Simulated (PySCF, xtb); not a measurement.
Al(Me)3(OH2) (C3H11AlO), SMILES [CH3][Al]([CH3])([CH3])<-[OH2] (connectivity only; charge and spin as stated), neutral, multiplicity 1.

GFN2-xTB in xtb at its own geometry gives an orbital gap of 6.44 eV and a dipole moment of 5.15 D.

Geometry optimised at B3LYP-D3(BJ)/def2-SVP. The isomer is the one that the SMILES or the coordinates give; other isomers of the formula were not compared. One conformer was computed; it need not be the lowest.

Problem. What does r2SCAN/def2-TZVP (PySCF) give? (An estimate is asked for; the answer gives what the named calculation found.)

Solution. gap 5.31 eV (levels -5.88 and -0.57 eV), dipole 4.10 D.
